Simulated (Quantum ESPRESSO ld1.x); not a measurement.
Problem. Species: Ni+. Configuration: [Ar] 3d6 4s1 4p2 (not the ground configuration). Calculated with ld1.x of Quantum ESPRESSO 7.5: scalar-relativistic Kohn-Sham, LDA (Slater exchange, Perdew-Wang correlation), spin-polarised, spherical densities, point nucleus; open shells are filled with parallel spins first. Some entries of the table are withheld. Estimate them.

orbital  occ.  eigenvalue (eV)  <r^2> (bohr^2)
1s up       1         -8222.17        0.003948
1s down     1         -8221.97        0.003948
2s up       1         -1009.84         0.07121
2s down     1         -1006.97         0.07099
2p up       3         -873.699         0.05717
2p down     3         -871.437         0.05693
3s up       1         -139.104          0.6147
3s down     1         -133.843          0.6191
3p up       3         -99.4264          0.6787
3p down     3         -94.2394          0.6855
3d up       5              (1)          0.9356
3d down     1              (2)          0.9685
4s up       1         -19.7141           5.527
4s down     0         -16.0080           6.017
4p up       2              (3)           8.007
4p down     0              (4)           9.710

Solution. 
(1) 3d up eigenvalue (eV): -35.7722
(2) 3d down eigenvalue (eV): -30.6018
(3) 4p up eigenvalue (eV): -12.3285
(4) 4p down eigenvalue (eV): -9.1774
